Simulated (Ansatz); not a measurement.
Ansatz (a quantum-chemistry and plane-wave program) input (CAM-B3LYP/def2-TZVPD):

Ansatz 0.2 input:
```yaml
crystal:
  periodic: [false, false, false]
  atoms:
    - {symbol: Si, position_ang: [-0.02157484, 0.00592806, 0.01518771]}
    - {symbol: O, position_ang: [-0.58324766, -1.45780421, 0.53314996]}
    - {symbol: N, position_ang: [-1.22147264, 1.26719952, -0.05883350]}
    - {symbol: N, position_ang: [1.15788753, 0.67080087, 1.04512113]}
    - {symbol: N, position_ang: [0.57457046, -0.36281708, -1.54546164]}
    - {symbol: H, position_ang: [-0.84240440, -1.51491841, 1.45573632]}
    - {symbol: H, position_ang: [-2.12347604, 0.95427118, -0.42226862]}
    - {symbol: H, position_ang: [2.02518689, 0.22139256, 1.28296021]}
    - {symbol: H, position_ang: [1.11220952, 1.63461219, 1.32806744]}
    - {symbol: H, position_ang: [1.08082119, 0.32056269, -2.08379637]}
    - {symbol: H, position_ang: [0.13879436, -1.06276272, -2.12430848]}
basis:
  gaussian:
    orbitals: def2-TZVPD
hamiltonian:
  xc: {name: CAM-B3LYP}
magnetization: {spin_polarized: true, initial_magnetization: 1}
output: {forces: true}
```

End of the output:

```
integrals: 0.24 GiB planned
1311 factors; their error is unknown
integrals: 0.28 GiB planned
524 factors; integrals over basis functions are off by at most 1.0e-5 eV
mean field: 2.77 GiB planned
mean field evaluation 1: about -14481.9703 eV, gradient 6.3e1 eV
mean field evaluation 2: about -14478.1049 eV, gradient 7.0e1 eV
mean field evaluation 4: about -14495.5690 eV, gradient 3.1e0 eV
mean field evaluation 8: about -14495.6142 eV, gradient 1.2e-1 eV
mean field evaluation 16: about -14495.6232 eV, gradient 2.9e-3 eV
mean field -14495.62321315 eV, -532.7043275969 hartree, gradient 2.5e-5 eV, S^2 0.754261; 2 other end points of the search recorded, 0 dependent functions left out
the calculation of the forces begins
reference -14495.62335773 eV, -532.7043329103 hartree; 25, 24 occupied and 223, 224 virtual orbitals, 1311 factors
Total energy: -14495.62335773 eV, -532.7043329103 hartree
Atom 0 at    -0.021575     0.005928     0.015188 Å, force     0.254979    -0.163617    -0.097008 eV/Å
Atom 1 at    -0.583248    -1.457804     0.533150 Å, force     0.016448     0.252850     0.012130 eV/Å
Atom 2 at    -1.221473     1.267200    -0.058833 Å, force    -0.071040    -0.076752    -0.004263 eV/Å
Atom 3 at     1.157888     0.670801     1.045121 Å, force    -0.126348    -0.049903    -0.080326 eV/Å
Atom 4 at     0.574570    -0.362817    -1.545462 Å, force    -0.109733     0.055465     0.148966 eV/Å
Atom 5 at    -0.842404    -1.514918     1.455736 Å, force     0.001959    -0.040098    -0.034380 eV/Å
Atom 6 at    -2.123476     0.954271    -0.422269 Å, force     0.024384     0.044361     0.024235 eV/Å
Atom 7 at     2.025187     0.221393     1.282960 Å, force    -0.019320     0.014129    -0.006349 eV/Å
Atom 8 at     1.112210     1.634612     1.328067 Å, force     0.004407    -0.024406     0.007014 eV/Å
Atom 9 at     1.080821     0.320563    -2.083796 Å, force    -0.003582    -0.029951     0.007299 eV/Å
Atom 10 at     0.138794    -1.062763    -2.124308 Å, force     0.027845     0.017922     0.022681 eV/Å
Dipole moment:     0.089802    -0.051022     0.020794 e Å
```

It need not be the lowest isomer of its formula.
